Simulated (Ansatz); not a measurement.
`CB(O)C=O` + H₂S → `CB(O)S` + `C=O`  (ligand exchange at a B–C bond)

Computed with Ansatz on PBE0-D4/def2-TZVP structures; ΔE is electronic, products minus reactants. CBS: MP2 limit from def2 TZ/QZ plus the TZ coupled-cluster correction, frozen cores. This one scheme is used for every species. Functionals use def2-TZVPP. B3LYP here is the variant with VWN-RPA as its local correlation; programs differ in this. HSE06 is defined as in plane-wave codes. One conformer a species, not always the lowest.

| level | ΔE (kJ/mol) | difference from CCSD(T)/CBS |
| --- | --- | --- |
| LDA (SPW92) | -54.9 | 5.3 |
| PBE-D4 | -61.6 | -1.4 |
| revPBE-D4 | -64.0 | -3.8 |
| BLYP-D4 | -59.0 | 1.2 |
| r2SCAN-D4 | -64.1 | -3.9 |
| B97M-V | -65.1 | -4.9 |
| PBE0-D4 | -63.1 | -2.9 |
| B3LYP-D4 | -59.9 | 0.3 |
| r2SCANh-D4 | -64.4 | -4.2 |
| r2SCAN0-D4 | -64.8 | -4.6 |
| HSE06-D4 | -63.2 | -3.0 |
| BHLYP-D4 | -61.3 | -1.1 |
| CAM-B3LYP-D4 | -55.8 | 4.4 |
| ωB97M-V | -57.9 | 2.3 |
| B2PLYP | -60.6 | -0.4 |
| PBE-QIDH | -64.8 | -4.6 |
| PBE | -60.6 | -0.4 |
| revPBE | -62.6 | -2.4 |
| BLYP | -56.7 | 3.5 |
| r2SCANh | -64.3 | -4.1 |
| r2SCAN0 | -64.6 | -4.4 |
| HSE06 | -62.4 | -2.2 |
| BHLYP | -59.3 | 0.9 |
| CAM-B3LYP | -54.9 | 5.3 |
| LC-ωPBE | -58.6 | 1.6 |
| RPA@PBE/def2-TZVPP | -56.3 | 3.9 |
| HF/def2-SVP | -61.4 | -1.2 |
| MP2/def2-SVP | -65.2 | -5.0 |
| CCSD/def2-SVP | -60.1 | 0.1 |
| CCSD(T)/def2-SVP | -60.2 | 0.0 |
| HF/def2-TZVPP | -62.8 | -2.6 |
| MP2/def2-TZVPP | -66.2 | -6.0 |
| CCSD/def2-TZVPP | -59.3 | 0.9 |
| CCSD(T)/def2-TZVPP | -59.8 | 0.4 |
| HF/def2-QZVPP | -62.3 | -2.1 |
| MP2/def2-QZVPP | -66.2 | -6.0 |
| SCS-MP2/def2-QZVPP | -63.4 | -3.2 |
| HF/CBS(def2) | -62.2 | -2.0 |
| MP2/CBS(def2) | -66.6 | -6.4 |
| CCSD/CBS(def2) | -59.6 | 0.6 |
| CCSD(T)/CBS | -60.2 | 0 |

Largest T1 diagnostic among the species: 0.015.

Leaving LDA and LC-ωPBE aside and taking each functional with its dispersion term where it has one, the values spread over 9.3 kJ/mol, from B97M-V to CAM-B3LYP-D4. LDA lies +5.7 kJ/mol from PBE without D4.
